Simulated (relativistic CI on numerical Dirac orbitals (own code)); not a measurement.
**Electric-dipole transitions in Cd XXXVII**

These numbers are calculated, not measured: Dirac-Coulomb-Breit CI, orbitals from a KLI potential per configuration, a model potential for QED, unscaled Slater integrals (own radial code, finite nucleus).

CI space (outside the closed core [Ne]): 3s², 3s3p, 3p², 3s3d, 3d², 3p3d, 3p4s, 3d4s, 3s4s, 3s4p, 3s4d, 3s4f, 3s5s, 3s5p, 3s5d, 3s5f. Levels of other configurations are missing.

| λ vac (Å) | Lower | Upper | A (s⁻¹) | gf | Branching (%) |
| --- | --- | --- | --- | --- | --- |
| 8.0658 | 3s3p ³P°2 [4] | 3s5d ³D3 [66] | 7.84e+12 | 5.35e-01 | 74.5 |
| 8.7601 | 3s3d ³D3 [11] | 3s5f ³F°4 [70] | 1.07e+13 | 1.11e+00 | 68.7 |
| 10.898 | 3s3p ³P°1 [3] | 3s4d ³D2 [45] | 1.08e+13 | 9.65e-01 | 77.1 |
| 11.275 | 3s3p ³P°2 [4] | 3s4d ³D3 [46] | 1.43e+13 | 1.91e+00 | 99.7 |
| 11.512 | 3s3p ¹P°1 [5] | 3s4d ¹D2 [47] | 1.29e+13 | 1.28e+00 | 92.4 |
| 12.393 | 3s3d ³D1 [9] | 3s4f ³F°2 [48] | 2.52e+13 | 2.90e+00 | 84.0 |
| 12.418 | 3s3d ³D2 [10] | 3s4f ³F°3 [49] | 2.42e+13 | 3.91e+00 | 80.8 |
| 12.450 | 3p² ³P2 [12] | 3s4f ¹F°3 [52] | 1.07e+13 | 1.74e+00 | 35.9 |
| 12.501 | 3s3d ³D3 [11] | 3s4f ³F°4 [50] | 2.97e+13 | 6.26e+00 | 99.9 |
| 12.787 | 3s3d ¹D2 [14] | 3s4f ¹F°3 [52] | 1.44e+13 | 2.48e+00 | 48.6 |
| 27.275 | 3s4d ³D2 [45] | 3s5f ³F°3 [69] | 4.04e+12 | 3.16e+00 | 25.7 |
| 27.458 | 3s4d ¹D2 [47] | 3s5f ¹F°3 [71] | 4.39e+12 | 3.48e+00 | 27.5 |
| 27.475 | 3s4d ³D3 [46] | 3s5f ³F°4 [70] | 4.86e+12 | 4.95e+00 | 31.2 |
| 73.059 | 3s3p ³P°1 [3] | 3s3d ³D2 [10] | 1.42e+11 | 5.69e-01 | 99.3 |
| 85.091 | 3s² ¹S0 [1] | 3s3p ¹P°1 [5] | 1.55e+11 | 5.05e-01 | 100.0 |
| 89.125 | 3s3p ¹P°1 [5] | 3s3d ¹D2 [14] | 1.83e+11 | 1.09e+00 | 82.9 |
| 90.648 | 3s3p ³P°2 [4] | 3p² ³P2 [12] | 8.59e+10 | 5.29e-01 | 90.0 |
| 91.471 | 3s3p ³P°2 [4] | 3s3d ³D3 [11] | 6.68e+10 | 5.86e-01 | 100.0 |
| 97.228 | 3s3d ³D3 [11] | 3p3d ³F°4 [20] | 6.81e+10 | 8.68e-01 | 100.0 |
| 100.18 | 3s3d ¹D2 [14] | 3p3d ¹F°3 [25] | 1.35e+11 | 1.42e+00 | 72.7 |

Terms are leading LS components. Brackets give the number of a level in order of energy, since labels repeat. The list gives strong lines, with weight on those to low levels, without lines whose two gauges differ by over a factor of 2.5. Levels whose partners in the same complex of configurations lie outside the list can be far off, and so can their lines. Rates are taken at the computed energies, electric ones in the length gauge.

At this charge energies of transitions that change n are usually good to better than 1 %, and those within a shell (Δn = 0) to a few per cent.

(1) From the table, what is the radiative lifetime of 3s5f ³F°4?

Results:

(1) The listed rates from this level add up to about 1.56e+13 s⁻¹, 100 % of its decay; with all channels τ = 6.42e-14 s.

LS names give the leading component of a level, which can be under half, so a name can repeat, a term be missing and a line seem to break the LS rules.
